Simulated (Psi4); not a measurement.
C₃H₅ (SMILES [CH]=CC), doublet, at a GFN2-xTB geometry; SVWN/6-31G (Psi4 1.11).

Here is a job for Psi4.
```
memory 2 GB

molecule {
0 2
  C     1.32517045    0.17996425   -0.00948946
  C     0.06095864    0.44136230   -0.01602886
  H     2.25652235    0.69360547   -0.03009773
  H    -0.31124892    1.47566041   -0.05242127
  C    -1.04589578   -0.57280156    0.02299841
  H    -0.64250733   -1.58055333    0.05836424
  H    -1.67008190   -0.40821458    0.90058097
  H    -1.67408412   -0.47164793   -0.86130678
}

set basis 6-31g
set reference uks

energy('svwn')
print_variables()
```

What does Psi4 print? Leave out banner, timings and long lists.


```
   => Loading Basis Set <=

    Name: 6-31G
    Role: ORBITAL
    Keyword: BASIS

         ---------------------------------------------------------
                                   SCF
               by Justin Turney, Rob Parrish, Andy Simmonett
                          and Daniel G. A. Smith
                              UKS Reference
         ---------------------------------------------------------

  ==> Geometry <==

    Molecular point group: c1
    Full point group: C1

    Geometry (in Angstrom), charge = 0, multiplicity = 2:

       Center              X                  Y                   Z               Mass
    ------------   -----------------  -----------------  -----------------  -----------------
         C            1.275816917928     0.172925316761    -0.009123926380    12.000000000000
         C            0.011605107928     0.434323366761    -0.015663326380    12.000000000000
         H            2.207168817928     0.686566536761    -0.029732196380     1.007825032230
         H           -0.360602452072     1.468621476761    -0.052055736380     1.007825032230
         C           -1.095249312072    -0.579840493239     0.023363943620    12.000000000000
         H           -0.691860862072    -1.587592263239     0.058729773620     1.007825032230
         H           -1.719435432072    -0.415253513239     0.900946503620     1.007825032230
         H           -1.723437652072    -0.478686863239    -0.860941246380     1.007825032230

  Running in c1 symmetry.

  Rotational constants: A =      1.93379  B =      0.32352  C =      0.29220 [cm^-1]
  Rotational constants: A =  57973.57776  B =   9698.76943  C =   8759.89928 [MHz]
  Nuclear repulsion =   64.773468617541710

  Charge       = 0
  Multiplicity = 2
  Electrons    = 23
  Nalpha       = 12
  Nbeta        = 11

  ==> Algorithm <==

  SCF Algorithm Type is DF.
  DIIS enabled.
  MOM disabled.
  Fractional occupation disabled.
  Guess Type is SAD.
  Energy threshold   = 1.00e-06
  Density threshold  = 1.00e-06
  Integral threshold = 1.00e-12

  ==> Primary Basis <==

  Basis Set: 6-31G
    Blend: 6-31G
    Number of shells: 25
    Number of basis functions: 37
    Number of Cartesian functions: 37
    Spherical Harmonics?: false
    Max angular momentum: 1

  ==> DFT Potential <==

   => LibXC <=

    Version 7.1.2
    S. Lehtola, C. Steigemann, M. J. T. Oliveira, and M. A. L. Marques,  SoftwareX 7, 1–5 (2018) (10.1016/j.softx.2017.11.002)

   => Composite Functional: SVWN <=

    Slater exchange
    Vosko, Wilk & Nusair (VWN5_RPA)
    P. A. M. Dirac,  Math. Proc. Cambridge Philos. Soc. 26, 376 (1930) (10.1017/S0305004100016108)
    F. Bloch,  Z. Phys. 57, 545 (1929) (10.1007/BF01340281)
    S. H. Vosko, L. Wilk, and M. Nusair,  Can. J. Phys. 58, 1200 (1980) (10.1139/p80-159)

    Deriv               =              1
    GGA                 =          FALSE
    Meta                =          FALSE

    Exchange Hybrid     =          FALSE
    MP2 Hybrid          =          FALSE

   => Exchange Functionals <=

    1.0000         XC_LDA_X

   => Correlation Functionals <=

    1.0000   XC_LDA_C_VWN_RPA

   => LibXC Density Thresholds  <==

    XC_LDA_C_VWN_RPA:  1.00E-15
    XC_LDA_X:  1.00E-15

   => Molecular Quadrature <=

    Radial Scheme          =       TREUTLER
    Pruning Scheme         =           NONE
    Nuclear Scheme         =       TREUTLER

    Blocking Scheme        =         OCTREE
    BS radius alpha        =              1
    Pruning alpha          =              1
    Radial Points          =             75
    Spherical Points       =            302
    Total Points           =         171921
    Total Blocks           =           1337
    Max Points             =            256
    Max Functions          =             37
    Weights Tolerance      =       1.00E-15

   => Loading Basis Set <=

    Name: (6-31G AUX)
    Role: JKFIT
    Keyword: DF_BASIS_SCF

  ==> Integral Setup <==

  SCF_SUBTYPE=INCORE selected. In-core MEM_DF algorithm will be used.
  Using in-core AOs.

  ==> MemDFJK: Density-Fitted J/K Matrices <==

    J tasked:                   Yes
    K tasked:                    No
    wK tasked:                   No
    Algorithm:                 Core
    Schwarz Cutoff:           1E-12
    Mask sparsity (%):       0.1461
    Fitting Condition:        1E-10

   => Auxiliary Basis Set <=

  Basis Set: (6-31G AUX)
    Blend: CC-PVDZ-JKFIT
    Number of shells: 117
    Number of basis functions: 368
    Number of Cartesian functions: 368
    Spherical Harmonics?: false
    Max angular momentum: 3

  Minimum eigenvalue in the overlap matrix is 5.2993180198E-03.
  Reciprocal condition number of the overlap matrix is 1.0991215678E-03.
    Using symmetric orthogonalization.

  ==> Pre-Iterations <==

  SCF Guess: Superposition of Atomic Densities via on-the-fly atomic UHF (no occupation information).

   -------------------------
    Irrep   Nso     Nmo
   -------------------------
     A         37      37
   -------------------------
    Total      37      37
   -------------------------

  ==> Iterations <==

                           Total Energy        Delta E     RMS |[F,P]|

   @DF-UKS iter SAD:  -116.06392337345491   -1.16064e+02   0.00000e+00
   @DF-UKS iter   1:  -116.15845038498719   -9.45270e-02   2.06602e-02 ADIIS/DIIS
   @DF-UKS iter   2:  -115.85923877674273    2.99212e-01   2.76947e-02 ADIIS/DIIS
   @DF-UKS iter   3:  -116.47577307622980   -6.16534e-01   5.23451e-03 ADIIS/DIIS
   @DF-UKS iter   4:  -116.49256825205249   -1.67952e-02   2.86711e-03 ADIIS/DIIS
   @DF-UKS iter   5:  -116.49908488076510   -6.51663e-03   3.27749e-04 ADIIS/DIIS
   @DF-UKS iter   6:  -116.49916075705814   -7.58763e-05   1.15075e-04 ADIIS/DIIS
   @DF-UKS iter   7:  -116.49917227320091   -1.15161e-05   1.85844e-05 DIIS
   @DF-UKS iter   8:  -116.49917300108265   -7.27882e-07   5.65733e-06 DIIS
   @DF-UKS iter   9:  -116.49917307198494   -7.09023e-08   1.47640e-06 DIIS
   @DF-UKS iter  10:  -116.49917307529068   -3.30574e-09   1.36090e-07 DIIS
  Energy and wave function converged.

  ==> Post-Iterations <==

   Electrons on quadrature grid:
      Nalpha   =   11.9999999768 ; deviation = -2.323e-08
      Nbeta    =   10.9999998174 ; deviation = -1.826e-07
      Ntotal   =   22.9999997941 ; deviation = -2.059e-07

   @Spin Contamination Metric:   6.196744895E-03
   @S^2 Expected:                7.500000000E-01
   @S^2 Observed:                7.561967449E-01
   @S   Expected:                5.000000000E-01
   @S   Observed:                5.000000000E-01

    Orbital Energies [Eh]
    ---------------------

    Alpha Occupied:

       1A     -9.805980     2A     -9.801626     3A     -9.786637
       4A     -0.732151     5A     -0.634444     6A     -0.502759
       7A     -0.449366     8A     -0.388731     9A     -0.373744
      10A     -0.346453    11A     -0.252615    12A     -0.190560

    Alpha Virtual:

      13A     -0.022431    14A      0.074170    15A      0.097050
      16A      0.116826    17A      0.126116    18A      0.128495
      19A      0.204502    20A      0.343991    21A      0.434355
      22A      0.464287    23A      0.490373    24A      0.548193
      25A      0.553415    26A      0.574404    27A      0.582865
      28A      0.671540    29A      0.733855    30A      0.826583
      31A      0.876431    32A      0.879649    33A      0.915047
      34A      0.933552    35A      1.025253    36A      1.083460
      37A      1.254196

    Beta Occupied:

       1A     -9.802937     2A     -9.791379     3A     -9.785369
       4A     -0.724101     5A     -0.623966     6A     -0.489706
       7A     -0.439241     8A     -0.388035     9A     -0.365535
      10A     -0.341867    11A     -0.240729

    Beta Virtual:

      12A     -0.125134    13A     -0.008992    14A      0.079222
      15A      0.102048    16A      0.124164    17A      0.126896
      18A      0.131868    19A      0.210137    20A      0.361748
      21A      0.442304    22A      0.473352    23A      0.506044
      24A      0.557306    25A      0.575320    26A      0.593058
      27A      0.593315    28A      0.679582    29A      0.737888
      30A      0.836137    31A      0.876770    32A      0.888399
      33A      0.917879    34A      0.941843    35A      1.037076
      36A      1.098074    37A      1.255827

    Final Occupation by Irrep:
              A
    DOCC [    11 ]
    SOCC [     1 ]
    NA   [    12 ]
    NB   [    11 ]

  @DF-UKS Final Energy:  -116.49917307529068

   => Energetics <=

    Nuclear Repulsion Energy =             64.7734686175417096
    One-Electron Energy =                -284.2703396478750051
    Two-Electron Energy =                 120.3787386594820816
    DFT Exchange-Correlation Energy =     -17.3810407044394637
    Empirical Dispersion Energy =           0.0000000000000000
    VV10 Nonlocal Energy =                  0.0000000000000000
    Total Energy =                       -116.4991730752906847

  UHF NO Occupations:
  HONO-2 :   10  A 1.9997579
  HONO-1 :   11  A 1.9973890
  HONO-0 :   12  A 1.0000000
  LUNO+0 :   13  A 0.0026110
  LUNO+1 :   14  A 0.0002421
  LUNO+2 :   15  A 0.0001412
  LUNO+3 :   16  A 0.0000850

Computation Completed

Properties will be evaluated at   0.000000,   0.000000,   0.000000 [a0]

Properties computed using the SCF density matrix

 Multipole Moments:

 ------------------------------------------------------------------------------------
     Multipole            Electronic (a.u.)      Nuclear  (a.u.)        Total (a.u.)
 ------------------------------------------------------------------------------------

 L = 1.  Multiply by 2.5417464519 to convert [e a0] to [Debye]
 Dipole X            :          1.9238270           -2.1450873           -0.2212603
 Dipole Y            :          0.5304945           -0.3059381            0.2245564
 Dipole Z            :         -0.0234695            0.0158874           -0.0075821
 Magnitude           :                                                    0.3153398

 ------------------------------------------------------------------------------------

  Variable Map:
  ----------------------------------------------------------------------------
  "CURRENT ENERGY"              =>    -116.499173075291
  "CURRENT REFERENCE ENERGY"    =>    -116.499173075291
  "DD SOLVATION ENERGY"         =>       0.000000000000
  "DFT FUNCTIONAL TOTAL ENERGY" =>    -116.499173075291
  "DFT TOTAL ENERGY"            =>    -116.499173075291
  "DFT VV10 ENERGY"             =>       0.000000000000
  "DFT XC ENERGY"               =>     -17.381040704439
  "GRID ELECTRONS ALPHA"        =>      11.999999976771
  "GRID ELECTRONS BETA"         =>      10.999999817353
  "GRID ELECTRONS TOTAL"        =>      22.999999794123
  "NUCLEAR REPULSION ENERGY"    =>      64.773468617542
  "ONE-ELECTRON ENERGY"         =>    -284.270339647875
  "PCM POLARIZATION ENERGY"     =>       0.000000000000
  "PE ENERGY"                   =>       0.000000000000
  "SCF ITERATION ENERGY"        =>    -116.499173075291
  "SCF ITERATIONS"              =>      10.000000000000
  "SCF TOTAL ENERGY"            =>    -116.499173075291
  "TWO-ELECTRON ENERGY"         =>     120.378738659482
  "XC GRID RADIAL POINTS"       =>      75.000000000000
  "XC GRID SPHERICAL POINTS"    =>     302.000000000000
  "XC GRID TOTAL POINTS"        =>  171921.000000000000

  Array Variable Map:
  ----------------------------------------------------------------------------
  "CURRENT DIPOLE"              =>      -0.221260266971 ... -0.007582115796 1 by 3
  "SCF DIPOLE"                  =>      -0.221260266971 ... -0.007582115796 1 by 3
  "SCF TOTAL ENERGIES"          =>    -116.063923373455 ... -116.499173075291 1 by 11
```
